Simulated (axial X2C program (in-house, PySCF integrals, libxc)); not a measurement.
## TaS⁺ along the bond: PBE0, with spin–orbit coupling

All values were computed with an axial X2C code built on PySCF integrals. Two-component (2c) means X2C with spin–orbit coupling and atomic mean-field two-electron Coulomb and Gaunt terms. Basis: Ta dyall-cv3z [13s14p9d7f4g], S dyall-av3z [9s8p3d2f] (cores contracted in-house); Gaussian nuclei, density fitting, unrestricted open shells. Masses: Ta 180.948 u, S 31.972 u.

State: Ω = 1 (⟨Sz⟩ = -0.99, ⟨Lz⟩ = 1.99 at PBE0). Dipoles are positive if S is the positive end and refer to the centre of mass.

| R (Å) | μ (D) | HOMO (eV) | LUMO (eV) |
| --- | --- | --- | --- |
| 1.810 | -2.066 | -12.41 | -9.12 |
| 1.894 | -2.378 | -12.54 | -9.22 |
| 1.956 | -2.590 | -12.61 | -9.30 |
| 2.019 | -2.783 | -12.67 | -9.38 |
| 2.081 | -2.953 | -12.72 | -9.46 |
| 2.154 | -3.115 | -12.77 | -9.54 |
| 2.227 | -3.223 | -12.81 | -9.61 |
| 2.320 | -3.250 | -12.82 | -9.65 |
| 2.435 | -3.097 | -12.76 | -9.61 |
| 2.601 | -2.646 | -12.41 | -9.47 |

(1) The minimum lies at 2.076 Å. What is the dipole moment there?

Occupations by symmetry block were frozen at the best pattern of an incomplete PBE0 search. Density functionals use the spin component along the axis (collinear). PBE0 can misorder states that lie within some tenths of an eV, so this need not be the ground state of the molecule. The nearest other 2c determinant of the search, Ω = 3, lies 0.47 eV up at the distance of the search. The functionals have no current-density term, which raises determinants with orbital currents, atoms included. With several unpaired electrons one determinant need not be a pure state. The determinant is spin-polarised beyond a pure state at some levels (its spin-free form has ⟨S²⟩ too high), which makes Re and μ there less reliable.

Answers

(1) At PBE0, 2c, with the sign and origin stated: μ = -2.94 D.
